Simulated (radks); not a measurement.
The numbers below are computed, except where a source is named.
Removal energies from the ruthenium ion Ru10+, [Ar] 3d10 4s2 4p4, by Delta-SCF beside the eigenvalue of the level emptied. Level of theory: scalar-relativistic Kohn-Sham, PBE, spin-polarised, spherical densities, finite nucleus; Fermi nuclear charge, rms radius of each element as measured or else 0.836 A^(1/3) + 0.57 fm (a radial shooting solver on a logarithmic mesh with Libxc functionals). Open shells are filled with parallel spins first.

removed from        final configuration  Delta-SCF (eV)  -eigenvalue (eV)
4p                    [Ar] 3d10 4s2 4p3          220.97            210.63
4s                    [Ar] 3d10 4s1 4p4          255.21            244.26
3d                     [Ar] 3d9 4s2 4p4          486.46            462.01
3p            [Ne] 3s2 3p5 3d10 4s2 4p4          658.75            635.64
